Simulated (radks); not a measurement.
B, configuration [He] 2s2 2p1.

Method: non-relativistic Kohn-Sham, LDA (Slater exchange, Perdew-Wang correlation), spin-polarised, spherical densities, point nucleus; open shells are filled with parallel spins first; computed with a radial shooting solver on a logarithmic mesh with Libxc functionals.

Energy parts (hartree):
| part | energy |
|---|---|
| total | -24.35246 |
| kinetic | 24.17155 |
| electron-nucleus | -56.51523 |
| Hartree | 11.52748 |
| exchange-correlation | -3.53627 |

Orbitals (lengths in bohr, moments of r in powers of bohr; r(max) is where P^2 peaks; r(90%) holds 90 % of the orbital's charge):
orbital  occ.  eigenvalue (hartree)  r(90%)  r(max)     <r>
1s up       1              -6.56310   0.599  0.2123  0.3327
1s down     1              -6.55062   0.597  0.2121  0.3320
2s up       1              -0.36017    3.11   1.513   1.949
2s down     1              -0.31895    3.21   1.531   1.996
2p up       1              -0.15059    3.83   1.541   2.233
2p down     0              -0.11353    4.16   1.598   2.393

The highest occupied level is 2p up at -4.098 eV. The electron density at the nucleus is 70.95 e/bohr^3. Spin moment in Bohr magnetons: 1. The spin density at the nucleus is -0.00445 e/bohr^3 (1s -0.08890, 2s 0.08445), a Fermi contact field of -0.233 T. Virial ratio -V/T = 2.00748.
